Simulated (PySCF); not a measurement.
Species: C5H13NSi.
Bonds: N1–Si2, Si2–C3, C3–C4, C4–C5, C5–C6, C6–C7, Si2–C7. Hydrogens: H8, H9 on N1; H10 on Si2; H11, H12 on C3; H13, H14 on C4; H15, H16 on C5; H17, H18 on C6; H19, H20 on C7.

Level of theory: PBE0-D3(BJ)/def2-SVP geometry optimisation, gas phase in PySCF 2.14.0.

**Question.** List the bond lengths, angles and torsions at this level.

**Answer.** 
```csv
bond,length (pm)
N1–Si2,174.3
"Si2–C3, Si2–C7",188.1
"C3–C4, C6–C7",153.4
"C4–C5, C5–C6",153.0
"N1–H8, N1–H9",101.5
Si2–H10,150.5
"C3–H11, C7–H20",110.5
"C3–H12, C7–H19",110.3
"C4–H13, C6–H17",110.4
"C4–H14, C6–H18",110.4
C5–H15,110.3
C5–H16,110.6
```

Bonds in one row agree within 1 pm and their mean is given. A selection of angles:
```csv
angle,degrees
Si2–N1–H8,118.5
H8–N1–H9,109.5
N1–Si2–C3,108.0
N1–Si2–H10,114.6
C3–Si2–C7,104.9
C3–Si2–H10,110.5
Si2–C3–C4,110.4
Si2–C3–H11,107.9
Si2–C3–H12,111.3
C4–C3–H11,110.2
C4–C3–H12,111.0
H11–C3–H12,106.0
C3–C4–C5,113.9
C3–C4–H13,109.1
C3–C4–H14,109.8
C5–C4–H13,108.6
C5–C4–H14,108.9
H13–C4–H14,106.1
C4–C5–C6,114.9
C4–C5–H15,108.7
C4–C5–H16,109.2
H15–C5–H16,105.8
```

Dihedral angles: N1–Si2–C3–C4 70° (synclinal); Si2–C3–C4–C5 55° (synclinal); C3–C4–C5–C6 -65° (synclinal); C4–C5–C6–C7 65° (synclinal); C5–C6–C7–Si2 -55° (synclinal); N1–Si2–C7–C6 -71° (synclinal).

The 6-membered ring Si2–C3–C4–C5–C6–C7 has internal angles of 104.9° to 114.9° (sum 668°, against 720° for a flat polygon); it is puckered, 0.24 Å rms from its mean plane, widest ring torsion 65°. Si2 (SiH silicon) is distorted tetrahedral (angles from 104.9° to 114.6°). All 4 C–C bonds measure 1.530 to 1.534 Å. N1 (silicon-bound nitrogen) is pyramidal (angles 118.6°, 118.5° and 109.5°, sum 346.6°, 0.25 Å off the plane of its three neighbours).

Point group: Cs (tolerance 0.08 Å). Whether it is a minimum is left open (no frequencies). The numbers are those of one conformer (H–N1–Si2–C3 -168° and 55°, N1–Si2–C3–C4 70°, Si2–C3–C4–C5 55°, C3–C4–C5–C6 -65°, C4–C5–C6–C7 65°).

On one thread of an Arm Neoverse V1, no GPU, shared host, this took 67 s wall and 0.76 GiB of memory at its peak. This is the geometry optimisation.
